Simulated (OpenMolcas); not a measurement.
Computed levels of 4s² 4p in ions with 31 electrons, in cm-1 above ²P°_1/2.

```json
{
  "Program": "OpenMolcas 26.06",
  "Method": "SS-CASPT2, IPEA 0.25 Eh, imaginary shift 0.1 Eh",
  "Basis": "ANO-RCC-VQZP",
  "Scalar Hamiltonian": "DKH2, point nucleus",
  "Spin-orbit coupling": "state interaction with AMFI integrals over the reference wave functions, term energies averaged over their components"
}
```

Active space for each ion: 1 electron in 3 orbitals (4p); closed shells correlated by CASPT2: 3d 4s.

| Level | As2+ | Br4+ | Kr5+ |
| --- | --- | --- | --- |
| ²P°_3/2 | 2593 | 5506 | 7398 |

Task: Estimate ²P°_3/2 for Se3+ from its neighbours As2+ and Br4+.

Result: ²P°_3/2 is fine structure, which grows about as the fourth power of a screened charge, so the fourth roots are averaged: ((2593^0.25 + 5506^0.25) / 2)^4 = 3846. The calculation gives 3910, so the estimate is off by -1.6 %; the measured value is 4376 (Moore, Atomic Energy Levels, vol. II, NSRDS-NBS 35 (1971 reprint of NBS Circular 467, 1952)).

With one active electron, CASPT2 adds the correlation within the correlated inactive shells and between them and that electron, and leaves the splitting within a term as the reference gives it. Measured partners are found by configuration, term and J. A level has none where our copy of the source lacks it or the pairing is in doubt (some pairs that miss far off the trend of their configuration count as doubtful), and it then counts in no deviation. Only configurations of the active space appear.

° marks odd parity.
